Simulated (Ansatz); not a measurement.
Start from `N[SiH]([SiH3])CCl` and change one atom or group to get `N[SiH]([AlH2])[SiH3]`.

Ansatz, PBE0-D4/def2-TZVP geometries, multiplicity 1. Each molecule was computed in one conformer, which needn't be the lowest.

```json
{"property": "size of the dipole moment (B3LYP/def2-TZVPP) / D", "`N[SiH]([SiH3])CCl`": "3.00"}
{"property": "HOMO energy (PBE/def2-TZVPP) / eV", "`N[SiH]([SiH3])CCl`": "-5.94"}
{"property": "HOMO energy (PBE0/def2-TZVPP) / eV", "`N[SiH]([SiH3])CCl`": "-7.26"}
{"property": "size of the dipole moment (PBE/def2-TZVPP) / D", "`N[SiH]([SiH3])CCl`": "2.98"}
{"property": "size of the dipole moment (ωB97M-V/def2-TZVPP) / D", "`N[SiH]([SiH3])CCl`": "3.01"}
{"property": "HOMO energy (ωB97M-V/def2-TZVPP) / eV", "`N[SiH]([SiH3])CCl`": "-9.48"}
```

(1) What does the change do to each property? (Estimate.)

Answers

(1) Computed: 
```csv
property,`N[SiH]([AlH2])[SiH3]`,shift
size of the dipole moment (B3LYP/def2-TZVPP) / D,1.47,-1.53
HOMO energy (PBE/def2-TZVPP) / eV,-5.37,0.57
HOMO energy (PBE0/def2-TZVPP) / eV,-6.48,0.78
size of the dipole moment (PBE/def2-TZVPP) / D,1.50,-1.48
size of the dipole moment (ωB97M-V/def2-TZVPP) / D,1.49,-1.52
HOMO energy (ωB97M-V/def2-TZVPP) / eV,-8.47,1.01
```

With PBE0 the HOMO rises by 0.78 eV and the LUMO falls by 1.85 eV, so the gap narrows by about 2.63 eV. PBE moves the HOMO by 0.57 eV and ωB97M-V by 1.01 eV. Dipoles are sizes alone; their direction can turn.

B3LYP here is the variant with VWN-RPA as its local correlation; programs differ in this.
